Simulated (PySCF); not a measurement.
A structure optimised at PBE-D3(BJ)/def2-SVP, used in a PySCF frequency run:

```xyz
5

Mo     0.0471     0.3710     0.0000
S      1.1528     0.9492     1.7099
S      1.1528     0.9492    -1.7099
Cl    -1.9346     1.4543     0.0000
Br    -0.1709    -2.0195     0.0000
```
Charge 0, spin multiplicity 1.

**Question.** Write its SMILES, formula and point group.

**Answer.** [S]=[Mo](=[S])([Cl])[Br], BrClMoS₂, Cs

**Question.** What are its rotational constants (standard atomic weights)?

**Answer.** 1.2391, 0.76731, 0.73078 GHz
